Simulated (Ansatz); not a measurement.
Total energies of C$_{3}$H$_{7}$FSi, SMILES `C/C=C(\F)[SiH3]`.

Cartesian coordinates in Å:
```
C 1.8889 0.1048 0.9161
C 0.4302 -0.0156 0.6476
C -0.1492 0.0335 -0.5465
F 0.6226 0.2086 -1.6522
Si -1.9791 -0.1149 -0.8993
H 2.4547 0.2518 -0.0029
H 2.2643 -0.7934 1.4153
H 2.0890 0.9459 1.5864
H -0.2350 -0.1572 1.4937
H -2.6710 -0.3012 0.4006
H -2.4754 1.1139 -1.5708
H -2.2400 -1.2763 -1.7881
```

The species carries charge 0 and has multiplicity 1. Geometry: relaxed with PBE0-D4/def2-TZVP. Basis def2-TZVPP, Ansatz.

RPA on PBE orbitals: Hartree–Fock energy of these orbitals -506.05975 Eh, correlation -1.45000 Eh (frozen core).

| functional | kind | energy without D4 (Eh) | D4 term (kJ/mol) |
| --- | --- | --- | --- |
| LDA (SPW92) | LDA | -505.01338 | – |
| PBE | GGA | -507.52177 | -21.9 |
| revPBE | GGA | -507.80265 | -71.1 |
| BLYP | GGA | -507.86081 | -48.6 |
| r2SCAN | meta-GGA | -507.79089 | -5.6 |
| B97M-V | meta-GGA with VV10 | -507.82699 | – |
| PBE0 | global hybrid, 25 % exact exchange | -507.56730 | -18.4 |
| B3LYP | global hybrid, 20 % | -507.96493 | -35.1 |
| r2SCANh | meta-GGA hybrid, 10 % | -507.77869 | -5.9 |
| r2SCAN0 | meta-GGA hybrid, 25 % | -507.76166 | -6.4 |
| HSE06 (plane-wave form) | screened hybrid | -507.54933 | -17.1 |
| BHLYP | global hybrid, 50 % | -507.82260 | -25.5 |
| CAM-B3LYP | range-separated hybrid | -507.84956 | -18.5 |
| LC-ωPBE | long-range corrected hybrid | -507.70912 | – |
| ωB97X-V | range-separated hybrid GGA with VV10 | -507.82039 | – |
| ωB97M-V | range-separated hybrid meta-GGA with VV10 | -507.82065 | – |
| B2PLYP | double hybrid | -507.64726 | – |
| PBE-QIDH | double hybrid | -507.45099 | – |

B3LYP takes the VWN-RPA correlation (the form of Gaussian; ORCA's B3LYP/G). HSE06 is the plane-wave form, built on full-range PBE exchange. The double hybrids freeze the cores in their second-order part.

LC-ωPBE has ω = 0.4 bohr⁻¹.
